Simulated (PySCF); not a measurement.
Co⁺: excitation energy

Co⁺ [Ar] 3d8 (3F) → Co⁺ [Ar] 3d7 4p1 (high-spin determinant), as a difference of total energies. Calculation: PySCF 2.14, in aug-cc-pVTZ (8s7p5d3f2g, 93 functions); the non-relativistic Hamiltonian (point nucleus). Correlated levels: valence: [Ar] frozen. The calculations carry no spin-orbit coupling.

```csv
method,excitation energy (eV)
UHF,3.633
LDA,6.388
PBE,6.037
PBE0,5.636
r2SCAN,5.683
B3LYP,5.863
wB97X,6.254
M06,6.534
B97-3,5.882
MP2 (valence),5.957
SCS-MP2 (valence),5.999
```

Task: How much does correlation contribute at MP2 (valence)?

Result: 5.957 − (3.633) = 2.324 eV, measured against UHF.

A first-order spin-orbit estimate (lowest level to lowest level, LS coupling) adds 0.011 eV.

The determinant of the upper state mixes LS terms, which raises its energy above the lowest term, most at the Hartree-Fock and MP2 levels.
